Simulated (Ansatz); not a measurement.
s-indacene (C12H8), SMILES c1c2=CC=Cc2cc2c1C=CC=2. Atoms are numbered in the order given.

```xyz
20

C      0.0000     0.0000     3.3789
C      0.0000     1.1397     2.5581
C      0.0000     0.7217     1.2001
C      0.0000     1.4385     0.0000
C      0.0000     0.7217    -1.2001
C      0.0000    -0.7217    -1.2001
C      0.0000    -1.4385     0.0000
C      0.0000    -0.7217     1.2001
C      0.0000    -1.1397     2.5581
C      0.0000    -1.1397    -2.5581
C      0.0000     0.0000    -3.3789
C      0.0000     1.1397    -2.5581
H      0.0000     0.0000     4.4683
H      0.0000     2.1754     2.9019
H      0.0000     2.5331     0.0000
H      0.0000    -2.5331     0.0000
H      0.0000    -2.1754     2.9019
H      0.0000    -2.1754    -2.9019
H      0.0000     0.0000    -4.4683
H      0.0000     2.1754    -2.9019
```

Geometry: PBE0-D3(BJ)/def2-SVP.

Two levels are set side by side: PBE-D3(BJ)/def2-SVP (Ansatz, an electronic-structure program) and PBE0-D3(BJ)/def2-SVP (Ansatz). Each level has its own optimised geometry; the coordinates shown are those of the second. Differences are taken from unrounded values.

| quantity | PBE0-D3(BJ) | PBE-D3(BJ) | PBE-D3(BJ) minus PBE0-D3(BJ) |
|---|---|---|---|
| mean bond length (Å) | 1.296 | 1.305 | 0.009 |
| bond C1–C2 (Å) | 1.405 | 1.414 | 0.010 |
| bond C1–C9 (Å) | 1.405 | 1.414 | 0.010 |
| bond C2–C3 (Å) | 1.421 | 1.432 | 0.011 |
| bond C3–C4 (Å) | 1.398 | 1.407 | 0.009 |
| bond C3–C8 (Å) | 1.443 | 1.453 | 0.009 |
| bond C4–C5 (Å) | 1.398 | 1.407 | 0.009 |
| bond C5–C6 (Å) | 1.443 | 1.453 | 0.009 |
| bond C5–C12 (Å) | 1.421 | 1.432 | 0.011 |
| bond C6–C7 (Å) | 1.398 | 1.407 | 0.009 |
| bond C6–C10 (Å) | 1.421 | 1.432 | 0.011 |
| bond C7–C8 (Å) | 1.398 | 1.407 | 0.009 |
| bond C8–C9 (Å) | 1.421 | 1.432 | 0.011 |
| bond C10–C11 (Å) | 1.405 | 1.414 | 0.010 |
| bond C11–C12 (Å) | 1.405 | 1.414 | 0.010 |
| bond C1–H13 (Å) | 1.089 | 1.097 | 0.008 |
| bond C2–H14 (Å) | 1.091 | 1.099 | 0.008 |

GGA bonds tend to be longer and softer than those of functionals with exact exchange. Differences between two approximate levels are no errors against the true value.
